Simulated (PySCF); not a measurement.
# Effect of structural changes

Computed, not measured: TDDFT PBE0/aug-cc-pVDZ circular dichroism and optical rotation, one conformer, gas phase in PySCF 2.14.0. Geometry: GFN2-xTB.

Each molecule in one low-energy conformer. The parent is CC#C[C@@H]1C[Se][C@@H]1F.

The calculation is non-relativistic, which matters for the atoms heavier than Zn.

(1) How does the specific rotation at 589.3 nm (origin-invariant length gauge) change along this series?
- CC#C[C@@H]1C[Se][C@@H]1F (base)
- CC#C[C@H]1C[Se][C@@H]1F (diastereomer)

## Answers

(1) 
```
                molecule  [α]589 (deg dm⁻¹ (g/mL)⁻¹)  S1 (eV)  R(S1), velocity form (10⁻⁴⁰ esu² cm²)
CC#C[C@@H]1C[Se][C@@H]1F                      +229.5     3.99                                   +8.5
 CC#C[C@H]1C[Se][C@@H]1F                       +22.4     3.90                                   -0.6
```
The specific rotation at 589.3 nm (origin-invariant length gauge) is lowest for CC#C[C@H]1C[Se][C@@H]1F and highest for CC#C[C@@H]1C[Se][C@@H]1F.
